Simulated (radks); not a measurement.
Valence configurations of Lu II (all share [Xe]). All-electron calculation, Dirac Kohn-Sham, PBEsol, spin-unpolarised, spherical densities, finite nucleus; open shells fill j = l - 1/2 first; Fermi nuclear charge, rms radius 5.37 fm. Program: a radial shooting solver on a logarithmic mesh with Libxc functionals. Energies are relative to 4f14 6s2; eigenvalues in eV.

valence               E (eV)  e(4f5/2)  e(4f7/2)  e(5d3/2)  e(6p1/2)  e(6s1/2)
4f14 6s2               0.000   -19.351   -17.825         -         -   -11.081
4f14 6s1 6p1           4.107   -20.596   -19.070         -    -7.599   -11.737
4f13 6s2 6p1          15.619   -30.834   -29.229         -    -8.577   -13.305
4f13.5 5d0.5 6s2       4.855   -23.003   -21.439   -10.310         -   -11.417
4f12.5 5d0.5 6s2 6p1  24.119   -34.863   -33.219   -14.631    -8.719   -13.576
4f13.5 6s2 6p0.5       6.579   -24.948   -23.382         -    -7.821   -12.221
4f14 5d1 6s1           1.855   -17.068   -15.544    -8.071         -   -10.178
4f14 6s1.5 6p0.5       2.046   -19.979   -18.453         -    -7.311   -11.418
4f13 5d1 6s2          11.159   -26.808   -25.205   -11.094         -   -11.710
4f12 5d2 6s2          28.440   -34.844   -33.163   -12.610         -   -12.200

NIST lists [Xe] 4f14 6s2 as the ground configuration; this level of theory agrees among the configurations tried. The energies are those of spherical spin-averaged densities, not of single terms.
